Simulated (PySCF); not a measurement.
## A survey of 19F NMR shifts

[PySCF 2.14: coordinates at the GFN2-xTB level; σ from GIAO-PBE0/pcSseg-1; non-relativistic Hamiltonian; one conformer; averaged over atoms made equivalent by symmetry, fast rotation or ring inversion; no solvent]

Shieldings were converted by a linear fit to measured shifts: 19F (scatter 6.0 ppm rms, 7.0 ppm with the 5 outliers that the fit left out vs CFCl3, solution or neat liquid, with a term for F on sp3 carbon). Occasional misses reach two or three times the rms, and more in compound classes unlike the fitted ones.

(1) Give the 19F shifts of `CC(F)(F)F`.

(2) Match the shifts -71.3, -119.7, -158.2, -186.5, -236.5 ppm to `C[Si@@H]([SiH3])[C@H]1C[C@H](F)C1`, `N[Si@@H](P)C#CCCC(F)(F)F`, `CCc1cc(CF)c2c(c1)C2`, `Cc1cc(F)c2c(c1)CCC2`, `C=C(C)[SiH2][C@@H](F)C[SiH3]`.

Results:

(1) 
| compound | environment | δ (ppm) |
| --- | --- | --- |
| CC(F)(F)F | fluorine of a CF3 group (×3) | -64.7 |

(2) -71.3: N[Si@@H](P)C#CCCC(F)(F)F (fluorine of a CF3 group); -119.7: Cc1cc(F)c2c(c1)CCC2 (aryl fluorine); -158.2: C[Si@@H]([SiH3])[C@H]1C[C@H](F)C1 (fluorine on an sp3 carbon); -186.5: C=C(C)[SiH2][C@@H](F)C[SiH3] (fluorine on an sp3 carbon); -236.5: CCc1cc(CF)c2c(c1)C2 (fluorine on an sp3 carbon).
